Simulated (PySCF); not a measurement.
In(Cl)3 anion (Cl₃In), SMILES [Cl][In]([Cl])[Cl] (connectivity only; charge and spin as stated), charge -1, multiplicity 2. Atoms are numbered in the order given.

```xyz
4

In     0.0000     0.0000     0.4299
Cl     2.0629    -1.1910    -0.4131
Cl    -2.0629    -1.1910    -0.4131
Cl     0.0000     2.3821    -0.4131
```
Charge -1, spin multiplicity 2.

Geometry: PBE-D3(BJ)/def2-SVPD. The spin state was assumed, not searched. The isomer is the one that the SMILES or the coordinates give; other isomers of the formula were not compared. The def2 effective core potentials stand for the cores of In; spin–orbit coupling is left out.

Level of theory: CAM-B3LYP/def2-TZVPD run with PySCF.

Mulliken values depend strongly on the basis, most of all with diffuse functions as here. ESP charges are fitted to the potential on shells at 1.4 to 2.0 van der Waals radii. Atomic charges (e):

```json
[
 {"atom": "In1", "ESP fit": "0.32", "Mulliken": "0.75", "Mulliken spin": "0.68"},
 {"atom": "Cl2", "ESP fit": "-0.44", "Mulliken": "-0.58", "Mulliken spin": "0.11"},
 {"atom": "Cl3", "ESP fit": "-0.44", "Mulliken": "-0.58", "Mulliken spin": "0.11"},
 {"atom": "Cl4", "ESP fit": "-0.44", "Mulliken": "-0.58", "Mulliken spin": "0.11"}
]
```
